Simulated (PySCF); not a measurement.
Run record: geometry optimisation, `Brc1cnoc1`.

Method: PBE0-D3(BJ)/def2-SVP geometry optimisation, gas phase (PySCF 2.14.0). Start geometry: GFN2-xTB. The input is one job of a driver script: a line of settings, then coordinates in Å.

Input:
```
{"job": {"xc": "PBE0", "basis": "def2-SVP", "d3": "d3bj", "grid": 1, "maxiter": 30, "shake": 0.01, "kind": "geom"}, "charge": 0, "multiplicity": 1}
Br     0.215410     2.504680     0.159660
C      0.037440     0.663240     0.035750
C      1.057230    -0.302670     0.039450
N      0.601020    -1.489680    -0.056490
O     -0.774900    -1.370460    -0.141840
C     -1.104080    -0.070170    -0.080260
H      2.143790    -0.151470     0.124700
H     -2.120770     0.197400    -0.133450
```

Output:
```
step   0  E = -2818.52352086  max force = 0.033274
step   1  E = -2818.52615618  max force = 0.007516
step   2  E = -2818.52623054  max force = 0.002491
step   3  E = -2818.52623657  max force = 0.001410
step   4  E = -2818.52624519  max force = 0.000330
optimisation converged
```

Energies in Eh; «max force» is the largest Cartesian gradient component in Eh/bohr.

Task: Give the first gradient maximum in eV/Å.

Result: With 1 Eh/bohr = 51.422 eV/Å, 1.711 eV/Å.

Main results: final energy -2818.52625 Eh after 4 steps; dipole 1.81 D.

Task: Where do the atoms end?

Result: 0.019 Å rms from the input after alignment:
```
atom  x, y, z in Å
Br1    0.2377    2.7100    0.1863
C2     0.1147    0.8612    0.0882
C3     1.1719   -0.0902    0.1057
N4     0.7079   -1.3075    0.0196
O5    -0.6468   -1.1940   -0.0573
C6    -1.0035    0.0879   -0.0168
H7     2.2447    0.0848    0.1788
H8    -2.0662    0.3124   -0.0700
```

Hardware: one thread, Arm Neoverse V1 (aarch64), no GPU, shared host. Cost: 24 s wall, 0.45 GiB resident at most.
Labels such as C1 count atoms from 1, the log's own numbers from 0.
